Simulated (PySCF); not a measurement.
Bi(H)(OH)2 (BiH3O2), SMILES [OH][BiH][OH]. Coordinates come from a PBE-D3(BJ)/def2-TZVP optimisation. The def2 effective core potentials stand for the cores of Bi; spin–orbit coupling is left out. The values are those of a single conformer.

All values below come from PBE-D3(BJ)/def2-TZVP run with PySCF.

Harmonic wavenumbers (cm⁻¹): 163, 167, 303, 512, 522, 538, 583, 826, 857, 1666, 3714, 3715. Rotational constants (GHz): 8.441, 5.374, 3.499; symmetry number 1.

Q: Work out the zero-point energy and the ideal-gas rigid-rotor harmonic-oscillator thermochemistry at 298.15 K and 1 atm.

A: ZPE = ½ Σ hcν = ½ × 13566 cm⁻¹ = 19.39 kcal/mol. H − E(el) = 23.38 kcal/mol. Entropy in cal/(mol K): translation 42.38, rotation 25.12, vibration 9.03, total 76.52. G − E(el) = 0.57 kcal/mol. Cp = 19.26 cal/(mol K).
